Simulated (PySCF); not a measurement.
How methods differ on the ionisation energy of Rh

Rh [Kr] 4d8 5s1 (4F) → Rh⁺ [Kr] 4d8 (3F), as a difference of total energies. Computed with PySCF 2.14 in x2c-TZVPall, with scalar relativity by spin-free X2C-1e. Correlated levels: valence: [Kr] frozen. The calculations carry no spin-orbit coupling.

```json
{"method": "UHF", "ionisation energy (eV)": "6.313"}
{"method": "r2SCAN", "ionisation energy (eV)": "7.713"}
{"method": "M06-2X", "ionisation energy (eV)": "7.247"}
{"method": "MP2 (valence)", "ionisation energy (eV)": "6.970"}
{"method": "SCS-MP2 (valence)", "ionisation energy (eV)": "6.808"}
```

Q: How much does correlation contribute at MP2 (valence)?

A: 6.970 − (6.313) = 0.657 eV, measured against UHF.

Errors of the correlated levels include the incompleteness of this basis and the frozen core.

For comparison: 7.479 eV (measured; NIST levels, between the centres of gravity of the two terms).
